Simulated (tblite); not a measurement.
Input of a run (GFN2-xTB geometry optimisation, gas phase (tblite 0.8.0)), started from a force field or distance geometry:
```
{"job": {"kind": "relax", "xc": "GFN2-xTB", "basis": "xTB"}, "charge": 0, "multiplicity": 1}
C     -2.682800     2.206000     0.214800
C     -2.071400     1.188700     0.244100
Si    -1.091300    -0.418800     0.313600
N     -2.254100    -1.664500     0.270000
C      0.074600    -0.633000    -1.084900
Si     1.487200     0.531300    -0.865500
Si     2.920300    -0.144400     0.822700
H     -3.237900     3.124700     0.187200
H     -0.421600    -0.565800     1.616300
H     -2.847100    -1.588200     1.108300
H     -2.878900    -1.530600    -0.515200
H      0.433900    -1.666900    -1.143400
H     -0.433300    -0.425600    -2.033100
H      1.032000     1.926400    -0.638200
H      2.265600     0.571000    -2.130000
H      4.114500     0.733500     0.895800
H      3.359700    -1.544200     0.587900
H      2.221700    -0.093300     2.138000
```

Output (eV, eV/Å):
```
step      E/eV     max force
  0    -545.30759    2.360
  1    -545.30667    5.328
  2    -545.45093    0.919
  3    -545.47788    0.500
  4    -545.50882    0.533
  5    -545.54228    0.472
  6    -545.56574    0.422
  7    -545.59020    0.359
  8    -545.60130    0.182
  9    -545.60717    0.173
 10    -545.61087    0.128
 11    -545.61347    0.133
 12    -545.61596    0.120
 13    -545.61880    0.156
 14    -545.62166    0.169
 15    -545.62415    0.131
 16    -545.62628    0.098
 17    -545.62835    0.142
 18    -545.63067    0.157
 19    -545.63330    0.137
 20    -545.63595    0.140
 21    -545.63837    0.105
 22    -545.64069    0.148
 23    -545.64307    0.131
 24    -545.64533    0.119
 25    -545.64727    0.101
 26    -545.64888    0.102
 27    -545.65023    0.108
 28    -545.65147    0.085
 29    -545.65260    0.079
 30    -545.65346    0.079
 31    -545.65415    0.074
 32    -545.65488    0.059
 33    -545.65574    0.083
 34    -545.65656    0.079
 35    -545.65711    0.046
 36    -545.65744    0.037
 37    -545.65772    0.041
 38    -545.65811    0.050
 39    -545.65860    0.051
 40    -545.65901    0.045
 41    -545.65924    0.029
 42    -545.65935    0.029
 43    -545.65949    0.035
 44    -545.65973    0.043
 45    -545.66001    0.041
 46    -545.66019    0.024
 47    -545.66029    0.025
 48    -545.66037    0.023
 49    -545.66045    0.022
 50    -545.66053    0.021
 51    -545.66059    0.020
 52    -545.66064    0.025
 53    -545.66072    0.027
 54    -545.66084    0.031
 55    -545.66095    0.024
 56    -545.66102    0.018
 57    -545.66106    0.018
 58    -545.66111    0.020
 59    -545.66119    0.031
 60    -545.66129    0.028
 61    -545.66137    0.019
 62    -545.66143    0.015
 63    -545.66148    0.018
 64    -545.66154    0.025
 65    -545.66161    0.021
 66    -545.66165    0.011
 67    -545.66167    0.009
```

Q: Summarise the run.

A: The energy falls by 34.2 kJ/mol over 67 L-BFGS steps, the largest force on an atom goes from 2.36 to 0.009 eV/Å, and the atoms move by 0.192 Å rms after alignment. The bond that changes most is Si3–C5 (SiH silicon to sp3 carbon bound to silicon), which lengthens by 0.065 Å. Bonds longer at the end by more than 0.005 Å: 4 of 17; shorter: 12. Among the angles that change most is Si3–N4–H10, from 108.5° to 118.8°. Among the dihedrals that turn most is C5–Si3–N4–H11, from -70° to -44°. The energy rose by more than 1e-5 eV at step 1.

Q: What are the final bond lengths?

A: C1≡C2 1.202 Å, C2–Si3 1.861 Å, Si3–N4 1.727 Å, Si3–C5 1.899 Å, C5–Si6 1.902 Å, Si6–Si7 2.306 Å, C1–H8 1.053 Å, Si3–H9 1.466 Å, N4–H10 1.007 Å, N4–H11 1.007 Å, C5–H12 1.090 Å, C5–H13 1.091 Å, Si6–H14 1.471 Å, Si6–H15 1.476 Å, Si7–H16 1.467 Å, Si7–H17 1.468 Å, Si7–H18 1.466 Å. Numbering counts from 1 in the input's order; the species is `C#C[Si@@H](N)C[SiH2][SiH3]`.

Its lowest GFN2-xTB frequency is 18i cm⁻¹, too small to tell a flat minimum from a shallow saddle. One conformer, not necessarily the lowest. 3 starts were optimised and ended at 0.00, 0.07 and 0.50 kcal/mol (GFN2-xTB); the lowest of these is shown.

All values are computed, not measured.
